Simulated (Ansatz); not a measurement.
Input for Ansatz (an electronic-structure program): R-r2SCAN/def2-TZVPP on CH4Si (SMILES C[SiH]), a point of a torsion scan.

Ansatz 0.2 input:
```yaml
crystal:
  periodic: [false, false, false]
  atoms:
    - {symbol: C, position_ang: [-0.53051558, 0.01802852, -0.01194272]}
    - {symbol: Si, position_ang: [1.22802523, 0.77964197, -0.01828004]}
    - {symbol: H, position_ang: [-0.68813117, -0.69116796, -0.82565243]}
    - {symbol: H, position_ang: [-1.27601310, 0.80642069, -0.12278179]}
    - {symbol: H, position_ang: [-0.74966786, -0.49748491, 0.92145475]}
    - {symbol: H, position_ang: [1.37323844, 0.96246941, -1.49747850]}
basis:
  gaussian:
    orbitals: def2-TZVPP
hamiltonian:
  xc: {name: r2SCAN}
scf: {lower_state_search: off}
```

Q: Predict the final total energy.

A: -329.8984 hartree.
